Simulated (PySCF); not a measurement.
Computed properties of B(H)2(vinyl) (C2H5B), SMILES BC=C

B(H)2(vinyl) (C2H5B), SMILES C=CB. Geometry optimised at B3LYP-D3(BJ)/def2-TZVP. One conformer was computed; it need not be the lowest. All values are computed for the isolated molecule unless a solvent is named; none is compared with measurement here.

**Structure.** The optimised structure has Cs symmetry. All 18 harmonic modes at B3LYP-D3(BJ)/def2-TZVP (PySCF) are real, so it is a minimum. With heavy atoms numbered as in [BH2:1][CH:4]=[CH2:5], the shortest bond between them is C4–C5 at 1.341 Å and the longest B1–C4 at 1.535 Å.

**Vibrations.** The strongest infrared lines (harmonic, unscaled, degenerate partners summed) lie at 2653 cm⁻¹ (145 km/mol, H 88 %, B 12 %), 2578 cm⁻¹ (125 km/mol, H 95 %), 1457 cm⁻¹ (58 km/mol, H 75 %, C 22 %). The softest mode is at 211 cm⁻¹ and the zero-point energy is 39.3 kcal/mol.

**Electronic structure.** B3LYP/def2-TZVPD (PySCF) places the frontier levels at -8.26 and -2.32 eV, a gap of 5.94 eV, and gives a dipole moment of 1.33 D and a mean polarisability of 42.5 bohr³.

**Excitations.** TDDFT-CAM-B3LYP/def2-SVPD (PySCF) has S1 at 5.43 eV (228 nm, f = 0.000, dark); the most intense of the 10 singlets computed lies at 6.05 eV (f = 0.31). T1 (TDA) is at 3.60 eV. No vertical singlet excitation falls in the visible range (under 3.1 eV).

**NMR.** GIAO shifts at PBE0/pcSseg-2 (PySCF) (non-relativistic, atoms alike by connectivity averaged): ¹³C from 156.1 to 170.2 ppm against TMS; ¹H from 7.0 to 7.7 ppm against TMS; ¹¹B at 65.8 ppm against BF3.
